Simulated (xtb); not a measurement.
H12Si5, charge -1, doublet, geometry from GFN2-xTB (a state made from the parent by changing its charge; the spin is typed, not shown lowest); xtb with GFN2-xTB.

The xtb input:
```
$ xtb coord --gfn 2 --chrg -1 --uhf 1 --json

# file coord
$coord
     -1.4950373026      -1.2677004152      -4.3754861553  si
      0.3658921549      -0.3473264650      -0.2946892398  si
      0.0647291102       4.0460437560      -0.1937095322  si
     -2.9042123099      -1.3506384917       2.4806268920  si
      4.0304530997      -1.1390660965       2.3334644134  si
     -3.8301567192      -0.6977655923      -5.8695836026  h
     -1.5046707485      -4.0682219787      -4.6215114136  h
      0.4259881857      -0.4710319433      -6.2676730813  h
      0.4572143982       5.2585029791       2.2868431313  h
     -2.3948486138       5.1087715501      -0.9685731914  h
      1.8553118875       5.4248952163      -1.8270462334  h
     -5.4586948011      -0.5108021933       1.7413449427  h
     -3.2851070949      -4.0676491082       2.9786020780  h
     -2.6756731976      -0.2955325868       5.0523671748  h
      4.2184463239      -3.9377397724       2.5270494504  h
      6.2731868864      -0.4583353648       0.7809525646  h
      5.0534568853      -0.4634632122       4.8843386993  h
$end
```

**Question.** Predict the main parts of the log of this xtb run.

**Answer.** 
```
   ID    Z sym.   atoms
    1   14 si     1-5
    2    1 h      6-17

           -------------------------------------------------
          |                Calculation Setup                |
           -------------------------------------------------

           -------------------------------------------------
          |                 G F N 2 - x T B                 |
           -------------------------------------------------

          ...................................................
          :                      SETUP                      :
          :.................................................:
          :  # basis functions                  62          :
          :  # atomic orbitals                  57          :
          :  # shells                           27          :
          :  # electrons                        33          :
          :  max. iterations                   250          :
          :  Hamiltonian                  GFN2-xTB          :
          :  restarted?                      false          :
          :  GBSA solvation                  false          :
          :  PC potential                    false          :
          :  electronic temp.          300.0000000     K    :
          :  accuracy                    1.0000000          :
          :  -> integral cutoff          0.2500000E+02      :
          :  -> integral neglect         0.1000000E-07      :
          :  -> SCF convergence          0.1000000E-05 Eh   :
          :  -> wf. convergence          0.1000000E-03 e    :
          :  Broyden damping             0.4000000          :
          :  net charge                         -1          :
          :  unpaired electrons                  1          :
          ...................................................

 iter      E             dE          RMSdq      gap      omega  full diag
   1    -14.7797363 -0.147797E+02  0.722E+00    1.71       0.0  T
   2    -14.9645095 -0.184773E+00  0.479E+00    1.26       1.0  T
   3    -14.9565180  0.799148E-02  0.272E+00    1.61       1.0  T
   4    -14.9615059 -0.498784E-02  0.204E+00    1.52       1.0  T
   5    -14.9783783 -0.168724E-01  0.954E-01    1.63       1.0  T
   6    -14.9792016 -0.823366E-03  0.557E-01    1.71       1.0  T
   7    -14.9792001  0.150810E-05  0.236E-01    1.73       1.0  T
   8    -14.9792644 -0.642315E-04  0.131E-01    1.74       1.0  T
   9    -14.9793391 -0.747896E-04  0.541E-02    1.74       1.0  T
  10    -14.9793438 -0.469200E-05  0.159E-02    1.75       1.5  T
  11    -14.9793441 -0.297013E-06  0.555E-03    1.75       4.4  T
  12    -14.9793441 -0.118047E-07  0.188E-03    1.75      12.9  T
  13    -14.9793441 -0.120702E-08  0.326E-04    1.75      74.4  T
  14    -14.9793441 -0.264878E-09  0.136E-04    1.75     178.5  T

   *** convergence criteria satisfied after 14 iterations ***

         :::::::::::::::::::::::::::::::::::::::::::::::::::::
         ::                     SUMMARY                     ::
         :::::::::::::::::::::::::::::::::::::::::::::::::::::
         :: total energy             -14.866316297757 Eh    ::
         :: gradient norm              0.000996368462 Eh/a0 ::
         :: HOMO-LUMO gap              1.747950398651 eV    ::
         ::.................................................::
         :: SCC energy               -14.979256811812 Eh    ::
         :: -> isotropic ES            0.091443264459 Eh    ::
         :: -> anisotropic ES          0.009484233894 Eh    ::
         :: -> anisotropic XC         -0.001590420618 Eh    ::
         :: -> dispersion             -0.019154396174 Eh    ::
         :: repulsion energy           0.112940514055 Eh    ::
         :: add. restraining           0.000000000000 Eh    ::
         :: total charge              -1.000000000000 e     ::
         :::::::::::::::::::::::::::::::::::::::::::::::::::::

           -------------------------------------------------
          |                Property Printout                |
[...]
       ...                                ...                  ...
        57                          1.2426847              33.8152
      -------------------------------------------------------------
                  HL-Gap            0.0642360 Eh            1.7480 eV
             Fermi-level           -0.1096456 Eh           -2.9836 eV

     #   Z          covCN         q      C6AA      α(0)
     1  14 si       3.621     0.301   102.892    19.466
     2  14 si       3.658     0.087   108.364    19.954
     3  14 si       3.682     0.331   101.548    19.306
     4  14 si       3.682     0.331   101.548    19.306
     5  14 si       3.621     0.301   102.892    19.466
     6   1 h        0.907    -0.161     8.268     4.498
     7   1 h        0.911    -0.207    11.379     5.277
     8   1 h        0.911    -0.208    11.473     5.298
     9   1 h        0.915    -0.199    10.742     5.126
    10   1 h        0.915    -0.200    10.807     5.142
    11   1 h        0.915    -0.200    10.821     5.145
    12   1 h        0.915    -0.199    10.742     5.126
    13   1 h        0.915    -0.200    10.821     5.145
    14   1 h        0.915    -0.200    10.807     5.142
    15   1 h        0.911    -0.208    11.473     5.298
    16   1 h        0.911    -0.207    11.379     5.277
    17   1 h        0.907    -0.161     8.268     4.498

 Mol. C6AA /au·bohr⁶  :       7988.593466
 Mol. C8AA /au·bohr⁸  :     317510.908061
 Mol. α(0) /au        :        158.469875

Wiberg/Mayer (AO) data.
largest (>0.10) Wiberg bond orders for each atom

 ---------------------------------------------------------------------------
     #   Z sym  total        # sym  WBO       # sym  WBO       # sym  WBO
 ---------------------------------------------------------------------------
     1  14 si   3.780 --     2 si   0.928     6 h    0.877     8 h    0.872
                             7 h    0.872     5 si   0.123
     2  14 si   3.881 --     1 si   0.928     5 si   0.928     4 si   0.876
                             3 si   0.876
     3  14 si   3.703 --    11 h    0.886    10 h    0.885     9 h    0.885
                             2 si   0.876
     4  14 si   3.703 --    13 h    0.886    14 h    0.885    12 h    0.885
                             2 si   0.876
     5  14 si   3.780 --     2 si   0.928    17 h    0.877    15 h    0.872
                            16 h    0.872     1 si   0.123
     6   1 h    0.964 --     1 si   0.877
     7   1 h    0.957 --     1 si   0.872
     8   1 h    0.956 --     1 si   0.872
     9   1 h    0.960 --     3 si   0.885
    10   1 h    0.960 --     3 si   0.885
    11   1 h    0.960 --     3 si   0.886
    12   1 h    0.960 --     4 si   0.885
    13   1 h    0.960 --     4 si   0.886
    14   1 h    0.960 --     4 si   0.885
    15   1 h    0.956 --     5 si   0.872
    16   1 h    0.957 --     5 si   0.872
    17   1 h    0.964 --     5 si   0.877
 ---------------------------------------------------------------------------

Topologies differ in total number of bonds
Writing topology from bond orders to xtbtopo.mol

molecular dipole:
                 x           y           z       tot (Debye)
 q only:       -0.002       0.002       0.002
   full:       -0.274       0.260       0.221       1.114
molecular quadrupole (traceless):
                xx          xy          yy          xz          yz          zz
 q only:       -0.210      -0.141       2.665      -4.112       0.497      -2.456
  q+dip:       -0.466       0.054       3.238      -4.753       0.154      -2.772
   full:       -0.912       0.288       5.082      -7.247      -0.150      -4.170

           -------------------------------------------------
          | TOTAL ENERGY              -14.866316297757 Eh   |
          | GRADIENT NORM               0.000996368462 Eh/α |
          | HOMO-LUMO GAP               1.747950398651 eV   |
           -------------------------------------------------

normal termination of xtb
```
